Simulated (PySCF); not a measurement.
Level of theory: PBE-D3(BJ)/def2-TZVP // B3LYP-D3(BJ)/def2-TZVP run with PySCF 2.14.0. All species are isolated molecules in the gas phase. One relaxed conformer stands for a flexible species; it need not be the lowest. 

Reference species (SMILES): `C=BCN` (neutral, multiplicity 1).

The S1 oscillator strength is 0.000. The LUMO comes out as -1.70 eV.

Changed species: `C(=C\N)/B`.

Question: Give the shifts of the S1 oscillator strength and LUMO.

Answer: the S1 oscillator strength is nearly the same; the LUMO falls by 0.13 eV, to -1.83 eV.
